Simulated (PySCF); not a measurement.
Be(H)(SeH) (BeH2Se), SMILES [BeH][SeH].

Geometry: PBE0-D3(BJ)/def2-TZVP.

The numbers are results of r2SCAN/def2-TZVPD (PySCF), not measurements.

Symmetry labels are those of the subgroup Cs that the program uses (full group Cs).

Computed valence orbital energies around the gap with their symmetry:
| orbital | symmetry | energy (eV) |
|---|---|---|
| HOMO−7 | A" | -54.60 |
| HOMO−6 | A' | -54.48 |
| HOMO−5 | A" | -54.48 |
| HOMO−4 | A' | -18.13 |
| HOMO−3 | A' | -10.19 |
| HOMO−2 | A' | -8.71 |
| HOMO−1 | A' | -7.86 |
| HOMO | A" | -6.57 |
| LUMO | A' | -1.45 |
| LUMO+1 | A" | -0.87 |
| LUMO+2 | A' | -0.47 |
| LUMO+3 | A' | 0.42 |
